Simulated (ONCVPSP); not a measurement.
silver, ONCV: configuration errors across variants

ONCVPSP 4.0.1 input, shortened (lines: element, Z, core and valence counts, functional; n l f; lmax; l rc ep ncon nbas qcut; lloc lpopt rc5 dvloc0; l nproj debl; icmod fcfact rcfact), LDA (Perdew-Wang 92), scalar-relativistic:

```
  Ag 47.00    6    4  -001012      upf
    1    0    2.00
    2    0    2.00
    2    1    6.00
    3    0    2.00
    3    1    6.00
    3    2   10.00
    4    0    2.00
    4    1    6.00
    4    2   10.00
    5    0    1.00
    3
    0    1.80    0.00    4    9    7.10
    1    1.05    0.00    3    7    8.90
    2    1.30    0.00    4    8    7.40
    3    1.05    0.06    3    7   10.40
    3    5    1.05    0.00
    0    2    1.10
    1    1    2.90
    2    2    2.90
    3    0    0.40
    0    0.00    0.00
```

All-electron excitation energies from the reference (eV): (1) 4s2 4p6 4d10 5s0 8.095; (2) 4s2 4p6 4d9 5s0 30.480; (3) 4s2 4p6 4d8 5s0 66.919; (4) 4s2 4p6 4d10 5s0.5 3.182.

1 further variants failed, have other tests or too few solved ones, and are left out.

Errors AE − PS in meV (a dash: test not solved or not reliable):

| change | (1) | (2) | (3) | (4) | bound ghosts | GHOST(+) flags above zero |
| --- | --- | --- | --- | --- | --- | --- |
| base | -2.0 | -6.1 | -8.5 | -0.7 | none | d |
| all radii scaled by about 1.14 (s 2.04, p 1.20, d 1.48, f 1.20 bohr) | -2.1 | -4.1 | +1.2 | -0.7 | none | s |
| d: debl 4.85 | -2.0 | -7.6 | -12 | -0.7 | none | d |

Problem. Give the same row for: p: qcut 5.1.

Solution. -2.0, -6.0, -7.8, -0.7; bound ghosts: none; GHOST(+) flags above zero: d.
